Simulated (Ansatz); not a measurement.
One change: `C=CCl` becomes `CB/C=C/Cl`.

Ansatz, PBE0-D4/def2-TZVP geometries, multiplicity 1. Each molecule was computed in one conformer, which needn't be the lowest.

| property | `C=CCl` |
| --- | --- |
| HOMO–LUMO gap (PBE/def2-TZVPP) / eV | 5.12 |
| size of the dipole moment (PBE/def2-TZVPP) / D | 1.26 |
| LUMO energy (PBE/def2-TZVPP) / eV | -1.27 |
| HOMO–LUMO gap (PBE0/def2-TZVPP) / eV | 7.30 |
| HOMO energy (ωB97M-V/def2-TZVPP) / eV | -9.77 |
| size of the dipole moment (ωB97M-V/def2-TZVPP) / D | 1.38 |

Question: What does the change do to each property? (Best estimate.)

Answer: Computed: 
```json
{"property": "HOMO–LUMO gap (PBE/def2-TZVPP) / eV", "`CB/C=C/Cl`": "3.95", "shift": "-1.17"}
{"property": "size of the dipole moment (PBE/def2-TZVPP) / D", "`CB/C=C/Cl`": "0.77", "shift": "-0.49"}
{"property": "LUMO energy (PBE/def2-TZVPP) / eV", "`CB/C=C/Cl`": "-2.87", "shift": "-1.60"}
{"property": "HOMO–LUMO gap (PBE0/def2-TZVPP) / eV", "`CB/C=C/Cl`": "5.94", "shift": "-1.36"}
{"property": "HOMO energy (ωB97M-V/def2-TZVPP) / eV", "`CB/C=C/Cl`": "-10.02", "shift": "-0.25"}
{"property": "size of the dipole moment (ωB97M-V/def2-TZVPP) / D", "`CB/C=C/Cl`": "0.88", "shift": "-0.50"}
```

With PBE0 the HOMO falls by 0.32 eV and the LUMO falls by 1.69 eV, so the gap narrows by about 1.37 eV. PBE moves the HOMO by -0.42 eV and ωB97M-V by -0.25 eV. Dipoles are sizes alone; their direction can turn.
